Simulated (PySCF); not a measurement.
Unrelated species, one level of theory. Theory: TDDFT PBE0/def2-SVPD, vertical, gas phase, core orbitals frozen in the response (PySCF 2.14.0, density-fitted response routines). Geometries: PBE0-D3(BJ)/def2-SVP; one conformer of each isolated species. Triplets are in the Tamm–Dancoff approximation. Relativistic effects are left out although some hold elements past zinc.

Task: Rank by computed HOMO–LUMO gap, lowest first.
A. `CC(C)N1BC=CC=C1`
B. `CC#C[B@@H-](CC)[N+]#CC`
C. `C#CB(N)C1CCCC1`
D. `CC[P@H+]([BH2-]C#N)C1CC1`
E. `N[SiH](N)c1ccccc1`
F. `[BH3-][n+]1cccc(CC)c1`
G. `[AsH2][SiH2]n1cccc1`
H. `C1=COC(C2=C[SiH2]C=C2)=C1`

Result: H (4.38 eV), F (5.32 eV), B (5.50 eV), A (5.69 eV), G (6.10 eV), E (6.52 eV), C (7.25 eV), D (7.98 eV).

```csv
SMILES,gap (eV),HOMO (eV),S1 (eV),α (au),T1 (eV),f (S1),S1 mainly
C1=CC(c2ccco2)=C[SiH2]1,4.38,-6.19,3.81,128.4,2.27,0.151,H→L (96%)
[BH3-][n+]1cccc(CC)c1,5.32,-7.19,4.49,110.3,3.62,0.144,H→L (98%)
CC#C[B@@H-](CC)[N+]#CC,5.50,-6.13,4.45,114.0,4.35,0.002,H→L (98%)
CC(C)N1BC=CC=C1,5.69,-6.41,4.99,105.6,3.38,0.167,H→L (90%)
[AsH2][SiH2]n1cccc1,6.10,-6.29,5.17,113.2,4.06,0.001,H→L (89%)
N[SiH](N)c1ccccc1,6.52,-7.08,5.32,111.0,3.99,0.002,H-1→L (54%)
C#CB(N)C1CCCC1,7.25,-7.75,5.38,101.8,4.54,0.000,H→L (86%)
CC[P@H+]([BH2-]C#N)C1CC1,7.98,-7.95,6.97,113.7,5.90,0.000,H→L (30%)
```

H and L stand for HOMO and LUMO.

- `C1=CC(c2ccco2)=C[SiH2]1`: Löwdin shares by element: HOMO carbon 61% or more (atoms not listed hold the other 39%); LUMO carbon 58% or more (atoms not listed hold the other 42%).
- `[BH3-][n+]1cccc(CC)c1`: Löwdin shares by element: HOMO boron 36%, hydrogen 34% or more, nitrogen 8% (atoms not listed hold the other 21%); LUMO carbon 46% or more, nitrogen 22% (atoms not listed hold the other 33%).
- `CC#C[B@@H-](CC)[N+]#CC`: Löwdin shares by element: HOMO carbon 70% or more, boron 9% (atoms not listed hold the other 21%); LUMO carbon 47% or more, nitrogen 33%, hydrogen 7% or more.
- `CC(C)N1BC=CC=C1`: Löwdin shares by element: HOMO carbon 60% or more, boron 14% (atoms not listed hold the other 27%); LUMO carbon 56% or more, nitrogen 15% (atoms not listed hold the other 29%).
- `[AsH2][SiH2]n1cccc1`: Löwdin shares by element: HOMO carbon 84% (atoms not listed hold the other 17%); LUMO arsenic 35%, silicon 27%, hydrogen 15% or more (atoms not listed hold the other 23%).
- `N[SiH](N)c1ccccc1`: Löwdin shares by element: HOMO carbon 36% or more, nitrogen 33% or more (atoms not listed hold the other 31%); LUMO carbon 64% or more (atoms not listed hold the other 36%).
- `C#CB(N)C1CCCC1`: Löwdin shares by element: HOMO (one of a set within 0.03 eV) carbon 78% or more, boron 7%; LUMO carbon 46% or more, boron 23%, nitrogen 14% (atoms not listed hold the other 17%).
- `CC[P@H+]([BH2-]C#N)C1CC1`: Löwdin shares by element: HOMO nitrogen 28%, carbon 20% or more, boron 15%, phosphorus 12% (atoms not listed hold the other 25%); LUMO carbon 26% or more, phosphorus 13%, hydrogen 12% or more (atoms not listed hold the other 48%).
